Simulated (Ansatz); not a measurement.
Total energies of C₅H₉Br (`BrC1CCCC1`).

Z-matrix (Å, degrees):
```
C
C 1 1.516
C 1 1.516 2 103.9
Br 1 1.947 2 113.3 3 -123.3
H 1 1.091 2 111.1 3 119.6
C 2 1.534 1 102.9 3 -41.8
H 2 1.091 1 113.0 3 -164.8
H 2 1.093 1 108.8 3 75.7
C 3 1.534 1 102.9 2 41.7
H 3 1.091 1 113.0 2 164.7
H 3 1.093 1 108.7 2 -75.8
H 6 1.091 2 111.4 1 147.7
H 6 1.092 2 110.4 1 -94.0
H 9 1.092 3 110.4 1 94.2
H 9 1.091 3 111.3 1 -147.4
```

Charge 0, multiplicity 1. Correlated methods include outer-core shells of Br, which these sets cover unevenly. Scalar relativity is left out up to krypton. The structure was optimised at the PBE0-D4/def2-TZVP level. Basis def2-TZVPP, Ansatz 0.2.0.

RPA on PBE orbitals: Hartree–Fock energy of these orbitals -2767.01125 Eh, correlation -1.82833 Eh (frozen core).

```json
{"functional": "LDA (SPW92)", "energy without D4 (Eh)": "-2764.77999", "D4 term (kJ/mol)": "–"}
{"functional": "revPBE", "energy without D4 (Eh)": "-2769.89852", "D4 term (kJ/mol)": "-115.8"}
{"functional": "BLYP", "energy without D4 (Eh)": "-2770.08756", "D4 term (kJ/mol)": "-78.8"}
{"functional": "B97M-V", "energy without D4 (Eh)": "-2769.73081", "D4 term (kJ/mol)": "–"}
{"functional": "B3LYP", "energy without D4 (Eh)": "-2770.21749", "D4 term (kJ/mol)": "-56.8"}
{"functional": "r2SCANh", "energy without D4 (Eh)": "-2770.04094", "D4 term (kJ/mol)": "-9.5"}
{"functional": "CAM-B3LYP", "energy without D4 (Eh)": "-2770.19292", "D4 term (kJ/mol)": "-30.0"}
{"functional": "ωB97X-V", "energy without D4 (Eh)": "-2769.90136", "D4 term (kJ/mol)": "–"}
{"functional": "ωB97M-V", "energy without D4 (Eh)": "-2769.93735", "D4 term (kJ/mol)": "–"}
{"functional": "PBE-QIDH", "energy without D4 (Eh)": "-2769.31649", "D4 term (kJ/mol)": "–"}
```

Give the same for PBE, r2SCAN, PBE0, r2SCAN0, HSE06 (plane-wave form), BHLYP, LC-ωPBE, B2PLYP. (An estimate is asked.)

The calculation gave: 
```json
{"functional": "PBE", "energy without D4 (Eh)": "-2769.52168", "D4 term (kJ/mol)": "-35.4"}
{"functional": "r2SCAN", "energy without D4 (Eh)": "-2770.04701", "D4 term (kJ/mol)": "-9.0"}
{"functional": "PBE0", "energy without D4 (Eh)": "-2769.64851", "D4 term (kJ/mol)": "-29.9"}
{"functional": "r2SCAN0", "energy without D4 (Eh)": "-2770.03319", "D4 term (kJ/mol)": "-10.4"}
{"functional": "HSE06 (plane-wave form)", "energy without D4 (Eh)": "-2769.64069", "D4 term (kJ/mol)": "-27.7"}
{"functional": "BHLYP", "energy without D4 (Eh)": "-2770.04827", "D4 term (kJ/mol)": "-40.7"}
{"functional": "LC-ωPBE", "energy without D4 (Eh)": "-2769.71151", "D4 term (kJ/mol)": "–"}
{"functional": "B2PLYP", "energy without D4 (Eh)": "-2769.61268", "D4 term (kJ/mol)": "–"}
```

B3LYP takes the VWN-RPA correlation (the form of Gaussian; ORCA's B3LYP/G). HSE06 is the plane-wave form, built on full-range PBE exchange. The double hybrids freeze the cores in their second-order part.

LC-ωPBE has ω = 0.4 bohr⁻¹.
